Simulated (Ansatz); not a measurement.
`N[Si](O)(F)Br` → `N[Si]Br` + `OF` at 400 K and 1 bar (silylene formation by 1,1-elimination).

Calculated with Ansatz (gas phase, PBE0-D4/def2-TZVP geometries, no zero-point term in ΔE). CCSD(T)/CBS adds triple-zeta CCSD(T) − MP2 to the extrapolated MP2 energy (def2 sets, frozen cores). This one scheme is used for every species. For Br outer-core shells are correlated without core-valence functions, which leaves a few kJ/mol of doubt a bond. Scalar relativity is left out up to krypton. Each species was taken in one conformer, which may not be the lowest.

```
        species  CCSD(T)/CBS energy (Eh)  H − E (kJ/mol)  S (J/(mol·K))
`N[Si](O)(F)Br`              -3094.09073           151.9          383.3
      `N[Si]Br`              -2918.35423            92.8          313.4
           `OF`               -175.42775            51.1          236.7
```

H − E and S are ideal-gas, rigid-rotor, harmonic terms from PBE0-D4/def2-TZVP, for one conformer and one mirror image of each species. 1 Eh = 2625.50 kJ/mol, R = 8.31446 J/(mol·K).

Q: By hand: ΔE, ΔH, ΔS and ΔG.

A: ΔE = (-2918.35423) + (-175.42775) − (-3094.09073) = 0.30875 Eh = 810.6 kJ/mol. Δ(H − E) = 92.8 + 51.1 − 151.9 = -8.0, so ΔH = 802.6 kJ/mol. ΔS = 313.4 + 236.7 − 383.3 = 166.8 J/(mol·K). ΔG = 802.6 − 400 × (166.8)/1000 = 735.9 kJ/mol.

Q: By hand: the equilibrium constant, and the temperature at which ΔG would vanish if ΔH and ΔS stayed fixed.

A: log₁₀ K = −ΔG/(RT ln 10) = -96.1. ΔG = 0 at ΔH/ΔS = 4812 K, far beyond where these terms or the molecules hold.

The number of gas molecules changes by +1, which sets the sign of ΔS. A doubt of 5 kJ/mol in ΔE shifts log₁₀ K by 0.7 here. Other conformers and mirror images would add mixing entropy, several J/(mol·K) or more a flexible species. These are equilibria of isolated gas molecules and say nothing of rates. Largest T1 diagnostic: 0.012 (customary marks: 0.02 for closed shells, 0.045 for open ones).
